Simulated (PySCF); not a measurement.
C2H4B2O.
SMILES: `BOBC#C`

The closed-shell ground state was solved at several levels (PySCF, density fitting, gas phase, non-relativistic). Geometry: GFN2-xTB; no solvent, vibrations or thermal averaging.

```tsv
level	basis functions	total energy (Eh)	HOMO (eV)	LUMO (eV)	gap (eV)	dipole (D)
B3LYP/pcJ-1	175	-203.5665	-8.10	-1.63	6.47	0.69
PBE0/pcSseg-1	105	-203.2635	-8.36	-1.43	6.93	0.67
```

(1) Estimate the row for wB97X-D/def2-SVPD, a basis of 135 functions; the other rows only guide the guess.

(2) Over all these levels, which gives the widest orbital gap and which the narrowest?

(3) How far do the dipole and the HOMO energy spread over the levels?

Answers

(1) Total energy -203.3247 Eh, HOMO -10.27 eV, LUMO 0.37 eV, gap 10.64 eV, dipole 0.63 D.

(2) wB97X-D/def2-SVPD (range-separated hybrid) has the widest, 10.64 eV, and B3LYP/pcJ-1 (global hybrid, 20 % exact exchange) the narrowest, 6.47 eV. Functional and basis both differ between the two, so the spread mixes both effects.

(3) The dipole runs from 0.63 to 0.69 D (mean 0.66 D) and the HOMO from -10.27 to -8.10 eV.

wB97X-D is run here without its empirical dispersion term; that term would change no orbital, density or response property at a fixed geometry.
